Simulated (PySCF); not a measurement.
Sb(Br)(TeH)2 (BrH₂SbTe₂), SMILES [Br][Sb]([TeH])[TeH].

Geometry: PBE0-D3(BJ)/def2-SVP. The structure was generated by enumeration; whether it is a known compound was not checked. The def2 effective core potentials stand for the cores of Sb, Te; spin–orbit coupling is left out.

The numbers are results of PBE0-D3(BJ)/def2-SVP (PySCF), not measurements.

Frequencies are harmonic and unscaled.

```csv
mode,ν (cm⁻¹),IR (km/mol),Raman (Å⁴/amu),depolarisation,moving atoms (share of kinetic energy)
1,49,0.0,2.9,0.74,"Te 79 %, Sb 11 %, Br 10 %"
2,55,0.6,5.3,0.75,"Br 50 %, Te 37 %, Sb 10 %"
3,73,0.6,6.0,0.49,"Br 40 %, Te 31 %, Sb 27 %"
4,139,2.0,5.8,0.73,H 87 %
5,169,1.7,14.8,0.58,"H 86 %, Te 10 %"
6,193,7.9,10.4,0.22,"Sb 51 %, Te 43 %"
7,199,6.5,9.9,0.27,"Sb 47 %, Te 37 %, H 16 %"
8,237,34.7,9.4,0.20,"Br 59 %, Sb 40 %"
9,525,5.4,1.4,0.68,H 98 %
10,586,2.0,37.9,0.55,H 98 %
11,2136,36.3,198.1,0.37,H 99 %
12,2136,28.6,286.4,0.29,H 99 %
```
